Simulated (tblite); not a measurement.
A geometry optimisation, step by step.

Compound: C2H12B4P2.
Bonds: B1–P2, P2–B3, B3–P4, P4–B5, B5–B6, B6–C7, B6–C8. Hydrogens: H9, H10 on B1; H11 on P2; H12 on B3; H13 on P4; H14 on B5; H15, H16, H17 on C7; H18, H19, H20 on C8.

Computed with GFN2-xTB (tblite), gas phase: L-BFGS steps from a force-field or distance-geometry start until the largest atomic force falls under 0.01 eV/Å. 5 of its 144 geometries are shown.

Step 0: E = -551.4746 eV, largest atomic force 2.028 eV/Å
```
atom  x, y, z in Å  |  force x, y, z in eV/Å
B1      2.213   -0.962    0.947   -0.439   0.813  -0.357
P2      2.757   -0.041   -0.667    0.711   0.131   1.589
B3      1.927    1.620   -0.176   -1.136  -0.477  -0.197
P4      0.263    2.163   -1.030    0.372   0.570   1.910
B5     -0.862    1.218    0.247    0.563  -0.023  -0.461
B6     -1.464   -0.295   -0.108    0.194  -0.049  -0.100
C7     -1.166   -0.968   -1.522   -0.483  -0.442   0.653
C8     -2.304   -1.054    1.005   -0.272  -0.449  -0.504
H9      1.130   -1.437    1.010    0.349   0.043  -0.162
H10     2.833   -0.841    1.942    0.078  -0.271  -0.397
H11     4.042    0.336   -0.097   -0.716  -0.234  -0.552
H12     2.335    2.247    0.732    0.159   0.069  -0.447
H13     0.192    3.408   -0.276    0.119  -0.591  -0.672
H14    -1.080    1.705    1.290    0.023   0.420  -0.141
H15    -0.075   -1.076   -1.655   -0.511   0.122  -0.163
H16    -1.577   -0.330   -2.315    0.348  -0.312   0.098
H17    -1.640   -1.969   -1.574    0.409   0.496  -0.348
H18    -1.693   -1.203    1.912   -0.483   0.155  -0.311
H19    -3.210   -0.457    1.262    0.703  -0.529   0.035
H20    -2.627   -2.052    0.635    0.010   0.558   0.526
```

Step 36: E = -552.6659 eV, largest atomic force 0.174 eV/Å
```
atom  x, y, z in Å  |  force x, y, z in eV/Å
B1      2.067   -1.005    1.064   -0.092  -0.052   0.018
P2      2.783    0.116   -0.153   -0.015  -0.134   0.032
B3      2.162    1.839   -0.302    0.008  -0.015   0.012
P4      0.394    2.217   -0.168    0.004   0.002  -0.039
B5     -1.088    1.264    0.238   -0.109   0.079   0.110
B6     -1.420   -0.340   -0.001    0.046   0.070  -0.038
C7     -1.125   -0.949   -1.437   -0.002  -0.030  -0.022
C8     -2.240   -1.220    1.035    0.033   0.012   0.000
H9      0.918   -0.919    1.293    0.090   0.008  -0.008
H10     2.708   -1.859    1.545    0.015   0.056  -0.026
H11     4.155    0.132   -0.052    0.038   0.021  -0.059
H12     2.913    2.699   -0.567    0.019   0.000   0.062
H13     0.234    3.578    0.004    0.006  -0.003  -0.007
H14    -1.973    1.977    0.555   -0.086   0.012  -0.046
H15    -0.048   -0.987   -1.611    0.001   0.024   0.041
H16    -1.526   -0.317   -2.231   -0.003  -0.007   0.019
H17    -1.517   -1.952   -1.584   -0.011  -0.056  -0.042
H18    -1.739   -1.324    1.996    0.038   0.054   0.029
H19    -3.182   -0.715    1.248    0.001  -0.015   0.011
H20    -2.480   -2.223    0.691    0.019  -0.027  -0.046
```

Step 72: E = -552.7437 eV, largest atomic force 0.188 eV/Å
```
atom  x, y, z in Å  |  force x, y, z in eV/Å
B1      2.052   -1.147    1.119   -0.126   0.011  -0.100
P2      2.511   -0.047   -0.241    0.108   0.057   0.025
B3      2.009    1.730   -0.138   -0.115   0.021  -0.031
P4      0.310    2.271    0.199   -0.041   0.086   0.059
B5     -1.284    1.413    0.043    0.012   0.152   0.019
B6     -1.478   -0.216   -0.088    0.035  -0.002  -0.007
C7     -1.100   -0.891   -1.465    0.062  -0.066  -0.090
C8     -2.044   -1.137    1.069    0.004  -0.016   0.040
H9      0.965   -1.087    1.550    0.068   0.046  -0.003
H10     2.783   -1.988    1.457    0.087  -0.048   0.056
H11     3.888   -0.024   -0.378   -0.074  -0.073   0.022
H12     2.831    2.539   -0.354   -0.034   0.001   0.011
H13     0.237    3.656    0.116   -0.026  -0.186  -0.011
H14    -2.224    2.124   -0.011    0.081   0.045   0.014
H15    -0.011   -0.905   -1.528    0.146   0.023   0.036
H16    -1.426   -0.315   -2.328   -0.076  -0.005  -0.058
H17    -1.424   -1.919   -1.588   -0.127  -0.057  -0.019
H18    -1.520   -0.945    2.003   -0.019  -0.054   0.071
H19    -3.090   -0.898    1.269    0.031   0.007  -0.054
H20    -1.989   -2.205    0.861    0.004   0.058   0.021
```

Step 107: E = -552.7933 eV, largest atomic force 0.069 eV/Å
```
atom  x, y, z in Å  |  force x, y, z in eV/Å
B1      2.039   -1.192    1.142   -0.027  -0.009   0.010
P2      2.414   -0.040   -0.190    0.012   0.006  -0.012
B3      1.901    1.723   -0.098   -0.007   0.001  -0.020
P4      0.293    2.284    0.586    0.005   0.000   0.014
B5     -1.234    1.452    0.006    0.067  -0.004  -0.016
B6     -1.403   -0.175   -0.141   -0.047  -0.022   0.032
C7     -1.086   -0.931   -1.499    0.006   0.017  -0.001
C8     -1.948   -1.061    1.059   -0.045  -0.026  -0.037
H9      1.013   -1.090    1.692   -0.023   0.018   0.016
H10     2.767   -2.070    1.393    0.041   0.004  -0.014
H11     3.750   -0.079   -0.529   -0.007  -0.001  -0.002
H12     2.655    2.531   -0.486    0.019   0.017   0.015
H13     0.208    3.632    0.279    0.003  -0.038  -0.012
H14    -2.120    2.196   -0.205   -0.038   0.019   0.012
H15     0.000   -1.048   -1.555    0.010  -0.023   0.009
H16    -1.371   -0.371   -2.388   -0.009   0.016  -0.001
H17    -1.518   -1.927   -1.573    0.002   0.011   0.012
H18    -1.602   -0.741    2.040    0.021   0.021  -0.013
H19    -3.035   -0.962    1.082    0.014  -0.017  -0.020
H20    -1.730   -2.122    0.948    0.003   0.011   0.028
```

Step 143: E = -552.8008 eV, largest atomic force 0.010 eV/Å
```
atom  x, y, z in Å  |  force x, y, z in eV/Å
B1      2.073   -1.145    1.136    0.000   0.000   0.001
P2      2.425   -0.048   -0.252   -0.006   0.004  -0.002
B3      1.931    1.719   -0.111    0.000   0.000  -0.004
P4      0.328    2.259    0.595   -0.004  -0.004  -0.002
B5     -1.211    1.441    0.029    0.002   0.004   0.002
B6     -1.416   -0.181   -0.133    0.000   0.000   0.006
C7     -1.111   -0.937   -1.494   -0.002   0.001   0.002
C8     -1.991   -1.068    1.050    0.001  -0.001  -0.001
H9      1.057   -1.017    1.700   -0.006  -0.004   0.001
H10     2.816   -2.006    1.407    0.001  -0.004   0.001
H11     3.763   -0.090   -0.585   -0.001   0.000   0.002
H12     2.692    2.539   -0.464    0.004  -0.004  -0.003
H13     0.238    3.610    0.313   -0.005   0.004  -0.003
H14    -2.102    2.192   -0.147    0.004   0.002   0.005
H15    -0.040   -1.155   -1.509    0.003   0.004   0.008
H16    -1.311   -0.339   -2.381    0.002   0.000  -0.005
H17    -1.628   -1.888   -1.600   -0.003  -0.003   0.000
H18    -1.799   -0.667    2.043    0.003  -0.003   0.000
H19    -3.076   -1.108    0.939    0.000  -0.002  -0.005
H20    -1.641   -2.099    1.025    0.007   0.006  -0.003
```

**Question.** Summarise the path.

**Answer.** The energy falls by 30.58 kcal/mol from step 0 to step 143; nine tenths of that is first reached at step 37. It rises by more than 0.2 meV at step 74. The largest force goes from 2.028 to 0.010 eV/Å. Among the bonds B1–P2 changes most, from 1.937 to 1.804 Å; the atoms move by 0.826 Å rms after alignment.

**Question.** Follow the three bonds and two angles with the largest change from start to end.

**Answer.** 
| step | E above end (kcal/mol) | largest force (eV/Å) | B1–P2 (Å) | B3–P4 (Å) | P4–B5 (Å) | B3–P4–B5 (°) | B1–P2–B3 (°) |
| --- | --- | --- | --- | --- | --- | --- | --- |
| 0 | 30.58 | 2.028 | 1.937 | 1.948 | 1.946 | 94.1 | 94.4 |
| 6 | 17.92 | 0.298 | 1.848 | 1.852 | 1.862 | 93.2 | 91.4 |
| 12 | 14.89 | 0.476 | 1.829 | 1.831 | 1.858 | 97.5 | 97.8 |
| 19 | 8.87 | 0.691 | 1.832 | 1.814 | 1.836 | 118.0 | 108.2 |
| 25 | 4.80 | 0.259 | 1.805 | 1.827 | 1.820 | 126.7 | 116.5 |
| 31 | 3.65 | 0.194 | 1.801 | 1.820 | 1.816 | 131.1 | 119.6 |
| 37 | 3.05 | 0.149 | 1.804 | 1.812 | 1.808 | 135.2 | 120.0 |
| 44 | 2.58 | 0.143 | 1.801 | 1.816 | 1.812 | 137.0 | 118.5 |
| 50 | 2.23 | 0.115 | 1.802 | 1.817 | 1.814 | 137.5 | 116.6 |
| 56 | 1.97 | 0.145 | 1.810 | 1.813 | 1.812 | 136.1 | 115.2 |
| 62 | 1.72 | 0.072 | 1.807 | 1.815 | 1.813 | 136.5 | 115.6 |
| 68 | 1.58 | 0.073 | 1.807 | 1.811 | 1.812 | 136.2 | 116.5 |
| 75 | 1.02 | 0.235 | 1.808 | 1.814 | 1.814 | 126.6 | 120.3 |
| 81 | 0.54 | 0.104 | 1.800 | 1.831 | 1.832 | 121.3 | 121.7 |
| 87 | 0.37 | 0.055 | 1.801 | 1.833 | 1.831 | 120.6 | 121.6 |
| 93 | 0.30 | 0.039 | 1.803 | 1.834 | 1.831 | 119.9 | 121.7 |
| 99 | 0.25 | 0.033 | 1.801 | 1.835 | 1.832 | 118.1 | 122.0 |
| 106 | 0.19 | 0.054 | 1.801 | 1.835 | 1.833 | 118.3 | 121.4 |
| 112 | 0.10 | 0.046 | 1.804 | 1.834 | 1.832 | 118.7 | 120.1 |
| 118 | 0.06 | 0.036 | 1.803 | 1.833 | 1.832 | 118.9 | 119.3 |
| 124 | 0.04 | 0.022 | 1.804 | 1.834 | 1.833 | 118.5 | 118.5 |
| 131 | 0.02 | 0.022 | 1.804 | 1.834 | 1.833 | 118.7 | 118.1 |
| 137 | 0.01 | 0.024 | 1.805 | 1.833 | 1.832 | 119.0 | 118.0 |
| 143 | 0.00 | 0.010 | 1.804 | 1.833 | 1.833 | 119.0 | 118.3 |

What follows is the cost of the whole relaxation. Hardware: one thread of an Intel Xeon 6975P-C, shared host. Cost: 1.1 s.
